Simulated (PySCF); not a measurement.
Ligand exchange on a metal centre used in film growth or etching (Zn Cl-F). Isolated molecules, 0 K electronic values unless said otherwise.

Method: PBE-D3(BJ)/def2-TZVP // TPSS-D3(BJ)/def2-SVP (PySCF). All candidates: neutral, multiplicity 1. 

* **HOMO–LUMO gap**: 5.12 eV
* **HOMO**: -7.96 eV
* **LUMO**: -2.84 eV

Problem. Say which member has these values.
A. [Zn(Cl)2]
B. [Zn(Cl)(F)]
C. [Zn(F)2]

Solution. B, [Zn(Cl)(F)]. The others give [Zn(Cl)2]: 5.04 eV, -7.74 eV, -2.71 eV; [Zn(F)2]: 5.60 eV, -8.58 eV, -2.98 eV
